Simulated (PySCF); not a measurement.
B(All)2(OMe), C7H13BO, SMILES C=CCB(CC=C)OC, singlet, GFN2-xTB optimised geometry.

```
22

B     -0.25     0.13     0.00
C      1.36     0.13     0.00
C      1.99     1.48    -0.01
C      2.65     2.01     1.00
H      1.70    -0.43    -0.88
H      1.71    -0.42     0.88
H      1.86     2.04    -0.93
H      2.80     1.48     1.92
H      3.08     3.00     0.94
C     -1.07     1.51     0.00
C     -2.53     1.35     0.27
C     -3.15     1.82     1.34
H     -0.94     1.97    -0.98
H     -0.63     2.20     0.73
H     -3.08     0.79    -0.48
H     -2.63     2.38     2.09
H     -4.20     1.67     1.50
O     -0.96    -1.00     0.00
C     -0.42    -2.30     0.00
H      0.19    -2.47     0.89
H     -1.26    -3.00     0.00
H      0.19    -2.47    -0.89
```

Density from B3LYP/def2-SVP (PySCF) at that geometry.

Minimum of the electron density along straight lines between bonded atoms, close to the bond critical point (lines longer than 1.1 times the sum of covalent radii, or with two minima, are not listed):

```json
[
 {"bond": "B1–C2", "length / Å": "1.610", "ρ at the minimum / e bohr⁻³": "0.172", "∇²ρ there / e bohr⁻⁵": "-0.19", "position (fraction from the first atom)": "0.32"},
 {"bond": "C2–C3", "length / Å": "1.492", "ρ at the minimum / e bohr⁻³": "0.259", "∇²ρ there / e bohr⁻⁵": "-0.61", "position (fraction from the first atom)": "0.49"},
 {"bond": "C3–C4", "length / Å": "1.321", "ρ at the minimum / e bohr⁻³": "0.349", "∇²ρ there / e bohr⁻⁵": "-0.95", "position (fraction from the first atom)": "0.51"},
 {"bond": "C2–H5", "length / Å": "1.096", "ρ at the minimum / e bohr⁻³": "0.267", "∇²ρ there / e bohr⁻⁵": "-0.92", "position (fraction from the first atom)": "0.62"},
 {"bond": "C2–H6", "length / Å": "1.094", "ρ at the minimum / e bohr⁻³": "0.269", "∇²ρ there / e bohr⁻⁵": "-0.93", "position (fraction from the first atom)": "0.62"},
 {"bond": "C3–H7", "length / Å": "1.083", "ρ at the minimum / e bohr⁻³": "0.283", "∇²ρ there / e bohr⁻⁵": "-1.07", "position (fraction from the first atom)": "0.63"},
 {"bond": "C4–H8", "length / Å": "1.078", "ρ at the minimum / e bohr⁻³": "0.282", "∇²ρ there / e bohr⁻⁵": "-1.07", "position (fraction from the first atom)": "0.63"},
 {"bond": "C4–H9", "length / Å": "1.077", "ρ at the minimum / e bohr⁻³": "0.283", "∇²ρ there / e bohr⁻⁵": "-1.08", "position (fraction from the first atom)": "0.63"},
 {"bond": "B1–C10", "length / Å": "1.600", "ρ at the minimum / e bohr⁻³": "0.177", "∇²ρ there / e bohr⁻⁵": "-0.22", "position (fraction from the first atom)": "0.33"},
 {"bond": "C10–C11", "length / Å": "1.493", "ρ at the minimum / e bohr⁻³": "0.258", "∇²ρ there / e bohr⁻⁵": "-0.61", "position (fraction from the first atom)": "0.49"},
 {"bond": "C11–C12", "length / Å": "1.320", "ρ at the minimum / e bohr⁻³": "0.349", "∇²ρ there / e bohr⁻⁵": "-0.95", "position (fraction from the first atom)": "0.50"},
 {"bond": "C10–H13", "length / Å": "1.095", "ρ at the minimum / e bohr⁻³": "0.266", "∇²ρ there / e bohr⁻⁵": "-0.91", "position (fraction from the first atom)": "0.62"},
 {"bond": "C10–H14", "length / Å": "1.092", "ρ at the minimum / e bohr⁻³": "0.272", "∇²ρ there / e bohr⁻⁵": "-0.96", "position (fraction from the first atom)": "0.62"},
 {"bond": "C11–H15", "length / Å": "1.082", "ρ at the minimum / e bohr⁻³": "0.283", "∇²ρ there / e bohr⁻⁵": "-1.07", "position (fraction from the first atom)": "0.63"},
 {"bond": "C12–H16", "length / Å": "1.078", "ρ at the minimum / e bohr⁻³": "0.281", "∇²ρ there / e bohr⁻⁵": "-1.06", "position (fraction from the first atom)": "0.63"},
 {"bond": "C12–H17", "length / Å": "1.077", "ρ at the minimum / e bohr⁻³": "0.282", "∇²ρ there / e bohr⁻⁵": "-1.07", "position (fraction from the first atom)": "0.63"},
 {"bond": "B1–O18", "length / Å": "1.333", "ρ at the minimum / e bohr⁻³": "[?]", "∇²ρ there / e bohr⁻⁵": "[?]", "position (fraction from the first atom)": "0.33"},
 {"bond": "O18–C19", "length / Å": "1.406", "ρ at the minimum / e bohr⁻³": "0.256", "∇²ρ there / e bohr⁻⁵": "[?]", "position (fraction from the first atom)": "0.66"},
 {"bond": "C19–H20", "length / Å": "1.093", "ρ at the minimum / e bohr⁻³": "0.282", "∇²ρ there / e bohr⁻⁵": "-1.07", "position (fraction from the first atom)": "0.64"},
 {"bond": "C19–H21", "length / Å": "1.091", "ρ at the minimum / e bohr⁻³": "0.285", "∇²ρ there / e bohr⁻⁵": "-1.10", "position (fraction from the first atom)": "0.64"},
 {"bond": "C19–H22", "length / Å": "1.093", "ρ at the minimum / e bohr⁻³": "0.282", "∇²ρ there / e bohr⁻⁵": "-1.07", "position (fraction from the first atom)": "0.64"}
]
```

Problem. Fill in the missing entries.

Solution. 
- B1–O18, ρ at the minimum / e bohr⁻³: 0.211
- B1–O18, ∇²ρ there / e bohr⁻⁵: 1.30
- O18–C19, ∇²ρ there / e bohr⁻⁵: -0.36
